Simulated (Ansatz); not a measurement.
Ansatz results at the PBE0-D4/def2-TZVP geometry: HOMO–LUMO gap (B3LYP/def2-TZVPP) 5.84 eV; size of the dipole moment (B3LYP/def2-TZVPP) 1.41 D; size of the dipole moment (ωB97M-V/def2-TZVPP) 1.41 D.

Each molecule was computed in one conformer, which needn't be the lowest.

**Question.** Which molecule gave them?
A. `OC1=NC1`
B. `COC#N`
C. `OC(F)[SiH2]Br`
D. `OC1=CN1`

**Answer.** D. The others give `OC1=NC1`: 7.79, 1.60, 1.61; `COC#N`: 8.47, 4.59, 4.59; `OC(F)[SiH2]Br`: 7.70, 1.43, 1.42.

B3LYP here is the variant with VWN-RPA as its local correlation; programs differ in this.
